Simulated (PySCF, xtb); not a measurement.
GeOCl, SMILES [Ge](=[O])[Cl], multiplicity 2.

Harmonic wavenumbers (cm⁻¹) from GFN2-xTB (xtb) at its own minimum, in rising order: 171, 295, 843.

What does B3LYP-D3(BJ)/def2-TZVP (PySCF) give at its own minimum? (Estimate from the structure and the level; the computed values follow.)

148, 370, 784. Paired by order, the mean absolute difference is 52 cm⁻¹ and the zero-point energies are 1.9 and 1.9 kcal/mol.
